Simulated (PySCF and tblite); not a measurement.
The numbers below are computed, except where a source is named.
4 E/Z isomers of C₇H₁₂, numbered alike:

```
isomer                                              SMILES   descriptors
     A  [CH3:1]/[CH:2]=[CH:3]/[CH:4]=[CH:5]\[CH2:6][CH3:7]  2=3 E, 4=5 Z
     B  [CH3:1]/[CH:2]=[CH:3]/[CH:4]=[CH:5]/[CH2:6][CH3:7]  2=3 E, 4=5 E
     C  [CH3:1]/[CH:2]=[CH:3]\[CH:4]=[CH:5]\[CH2:6][CH3:7]  2=3 Z, 4=5 E
     D  [CH3:1]/[CH:2]=[CH:3]\[CH:4]=[CH:5]/[CH2:6][CH3:7]  2=3 Z, 4=5 Z
```

Each isomer is a Boltzmann average at 298.15 K over at most 4 conformers: GFN2-xTB geometries, energies B3LYP/def2-SVP (IEF-PCM, dimethylsulfoxide) (D3(BJ) added where defined), GIAO shieldings wB97X-D/pcSseg-1 (IEF-PCM, dimethylsulfoxide), GFN2-xTB thermal terms. Programs: PySCF with density fitting and tblite.

(1) What shifts does each isomer give (ppm)?

(2) Which carbons tell the isomers apart best?

Shifts are unscaled: against experiment ¹³C can be off by 15 ppm or more and ¹H by 0.8 ppm. The search found a single conformer for at least one isomer; other rotamers may be missing.

Answers

(1) 
A: ¹H (against TMS): 6.79 (H3, 1H), 6.19 (H4, 1H), 6.15 (H2, 1H), 5.79 (H5, 1H), 2.29 (H6, 2H), 2.00 (H1, 3H), 1.05 (H7, 3H). ¹³C (against TMS): 142.5 (C5), 142.3 (C2), 135.6 (C4), 133.6 (C3), 25.8 (C6), 22.6 (C1), 17.8 (C7).

B: ¹H (against TMS): 6.40 (H3, 1H), 6.32 (H4, 1H), 6.07 (H5, 1H), 6.05 (H2, 1H), 2.18 (H6, 2H), 1.94 (H1, 3H), 1.09 (H7, 3H). ¹³C (against TMS): 145.5 (C5), 139.6 (C3), 139.4 (C2), 137.2 (C4), 31.0 (C6), 22.3 (C1), 16.5 (C7).

C: ¹H (against TMS): 6.76 (H4, 1H), 6.25 (H3, 1H), 6.21 (H5, 1H), 5.79 (H2, 1H), 2.26 (H6, 2H), 1.97 (H1, 3H), 1.13 (H7, 3H). ¹³C (against TMS): 148.4 (C5), 136.7 (C3), 136.0 (C2), 131.2 (C4), 31.3 (C6), 17.0 (C1), 16.4 (C7).

D: ¹H (against TMS): 6.66 (H4, 1H), 6.65 (H3, 1H), 6.00 (H5, 1H), 5.98 (H2, 1H), 2.30 (H6, 2H), 1.98 (H1, 3H), 1.06 (H7, 3H). ¹³C (against TMS): 145.0 (C5), 138.8 (C2), 130.1 (C3), 129.1 (C4), 25.5 (C6), 17.6 (C7), 16.7 (C1).

(2) C3: 133.6 in A, 139.6 in B, 136.7 in C, 130.1 in D; C4: 135.6 in A, 137.2 in B, 131.2 in C, 129.1 in D; C2: 142.3 in A, 139.4 in B, 136.0 in C, 138.8 in D ppm.
